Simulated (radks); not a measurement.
Polarisability of the antimony ion Sb3+, [Kr] 4d10 5s2, at imaginary frequency. All-electron calculation, non-relativistic Kohn-Sham, exchange-only LDA, spin-polarised, spherical densities, point nucleus; relativity is left out, which matters for an element this heavy. Program: a radial shooting solver on a logarithmic mesh with Libxc functionals. Response by self-consistent Sternheimer equations with the Hartree and adiabatic exchange-only LDA kernel.

w (hartree),alpha1(iw) (bohr^3),alpha2(iw) (bohr^5)
0.00266,11.69,36.04
0.0143,11.68,36.03
0.0360,11.61,35.96
0.0697,11.40,35.76
0.118,10.91,35.26
0.186,9.969,34.16
0.280,8.493,32.05
0.413,6.658,28.42
0.605,4.853,23.05
0.892,3.384,16.52
1.35,2.291,10.27
2.12,1.454,5.553
3.59,0.7792,2.575
6.94,0.3002,0.9130
17.5,0.06887,0.1762

Static values: alpha1 = 11.69 bohr^3 (1.732 angstrom^3; uncoupled 22.74), alpha2 = 36.04 bohr^5, alpha3 = 210.8 bohr^7. C6 = 55.76, C8 = 1052, triple-dipole C9 = 438.5 atomic units. One-pole (London) frequency 4 C6 / (3 alpha1^2) = 0.544 hartree, against 1.345 for minus the highest occupied eigenvalue. The dipole shielding factor is 0.941, as the force sum rule N/Z = 0.941 demands.
